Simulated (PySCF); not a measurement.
[Nd(NH3)2]3+: from a saddle point downhill

PySCF 2.14.0, RKS PBE0, Nd lcecp-1-SVP with ECP49, N def2-SVP, H def2-SVP; non-relativistic Hamiltonian with scalar-relativistic core potentials where named; density fitting; no spin-orbit coupling. Relaxed within the symmetry of its start, the geometry (D3d) is

```xyz
9

Nd    0.0000    0.0000    0.0000
N     0.0000    0.0000    2.5022
H     0.8082    0.4666    2.9602
H    -0.8082    0.4666    2.9602
H     0.0000   -0.9332    2.9602
N     0.0000    0.0000   -2.5022
H     0.8082   -0.4666   -2.9602
H    -0.8082   -0.4666   -2.9602
H     0.0000    0.9332   -2.9602
```

and its lowest harmonic modes are -115, -115, 54, 349, 352, 630 cm⁻¹ (negative: unstable). It was moved along the lowest mode and relaxed again.

(1) Where does it end, and how much lower?

(2) How do the contacts change?

(3) Is the end a minimum?

An lcecp potential fixes the number of 4f electrons, so in runs with it no electron can move into or out of that shell.

State: singlet in the valence, with the 4f electrons in the core potential.

Answers

(1) In C1, 0.448 eV lower, after 19 steps:
```xyz
9

Nd    0.8951   -0.7432    0.0002
N    -0.1474    0.1240    2.0214
H     0.4301    0.7947    2.5694
H    -1.0424    0.6391    1.9019
H    -0.3910   -0.5948    2.7341
N    -0.1449    0.1254   -2.0222
H     0.3587   -0.1036   -2.9038
H    -1.1102   -0.2090   -2.2205
H    -0.2457    1.1592   -2.0804
```

(2) 
| contact | saddle (Å) | end (Å) |
| --- | --- | --- |
| Nd1–N2 (NH3) | 2.502 | 2.434 |
| Nd1–N6 (NH3) | 2.502 | 2.434 |


(3) Yes; lowest modes 46, 57, 73, 370, 375, 662 cm⁻¹.
